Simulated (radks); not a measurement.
Problem. Neutral calcium, [Ar] 4s2. Calculated with a radial shooting solver on a logarithmic mesh with Libxc functionals: non-relativistic Kohn-Sham, LDA (Slater exchange, Perdew-Wang correlation), spin-polarised, spherical densities, point nucleus. Every spin shell is full or empty, so the densities are truly spherical. Functionals are evaluated on that one density, not self-consistently. Rank these exchange functionals by their error against the exact value of the orbitals, and give that value: LDA, B88, PBE, PW86, G96, EV93, APBE, TPSS, SCAN, r2SCAN, MS2, TASK.

Solution. Exact: -35.1351 hartree. From best to worst, with 100 (|E| - |E exact|)/|E exact| (equal figures are ties): MS2 +0.01, r2SCAN -0.01, B88 +0.04, G96 +0.15, TPSS +0.19, SCAN +0.28, PBE -0.46, PW86 +0.47, APBE +0.61, EV93 +0.90, TASK -3.07, LDA -7.33.
